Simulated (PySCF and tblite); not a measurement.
Results of a calculation; reference values are marked as such.
5 constitutional isomers of C₄H₇BrN₂Si:

```
isomer                                                 SMILES
     A     [CH3:1][SiH2:2][n:3]1[cH:4][n:5][cH:6][c:7]1[Br:8]
     B    [NH2:1][SiH2:2][n:3]1[cH:4][cH:5][cH:6][c:7]1[Br:8]
     C    [CH3:1][c:2]1[cH:3][n:4][c:5]([Br:6])[n:7]1[SiH3:8]
     D     [CH3:1][c:2]1[cH:3][n:4][cH:5][n:6]1[SiH2:7][Br:8]
     E  [CH3:1][c:2]1[cH:3][n:4]([SiH3:5])[c:6]([Br:7])[n:8]1
```

Each isomer is a Boltzmann average at 298.15 K over at most 4 conformers: GFN2-xTB geometries, energies PBE0/def2-SVP (IEF-PCM, water) (D3(BJ) added where defined), GIAO shieldings wB97X-D/pcSseg-1 (IEF-PCM, water), GFN2-xTB thermal terms. Programs: PySCF with density fitting and tblite.

(1) What shifts does each isomer give (ppm)?

Spin–orbit effects of the heavy atoms on shieldings are missing. At a carbon that bears Br the missing effect is some 10 ppm, beside I tens of ppm. Unscaled ²⁹Si shifts at such levels can be off by tens of ppm; differences between conformers or isomers are more reliable. Shifts are unscaled: against experiment ¹³C can be off by 15 ppm or more and ¹H by 0.8 ppm. The search found a single conformer for at least one isomer; other rotamers may be missing.

## Answers

(1) 
A: ¹H (against TMS): 7.66 (H4, 1H), 7.48 (H6, 1H), 0.71 (H1, 3H). ¹³C (against TMS): 150.5 (C4), 139.8 (C6), 126.5 (C7), -1.7 (C1). ²⁹Si (against TMS): -25.9 (Si2).

B: ¹H (against TMS): 7.01 (H4, 1H), 6.79 (H6, 1H), 6.65 (H5, 1H). ¹³C (against TMS): 132.6 (C4), 122.6 (C7), 122.4 (C6), 117.5 (C5). ²⁹Si (against TMS): -38.8 (Si2).

C: ¹H (against TMS): 7.09 (H3, 1H), 2.47 (H1, 3H). ¹³C (against TMS): 144.9 (C2), 143.2 (C5), 135.5 (C3), 15.3 (C1). ²⁹Si (against TMS): -57.8 (Si8).

D: ¹H (against TMS): 7.51 (H5, 1H), 7.18 (H3, 1H), 2.69 (H1, 3H). ¹³C (against TMS): 148.6 (C5), 141.8 (C2), 135.9 (C3), 14.3 (C1). ²⁹Si (against TMS): -19.2 (Si7).

E: ¹H (against TMS): 7.07 (H3, 1H), 2.39 (H1, 3H). ¹³C (against TMS): 148.6 (C2), 143.9 (C6), 130.9 (C3), 16.7 (C1). ²⁹Si (against TMS): -50.4 (Si5). H not on carbon is left out.
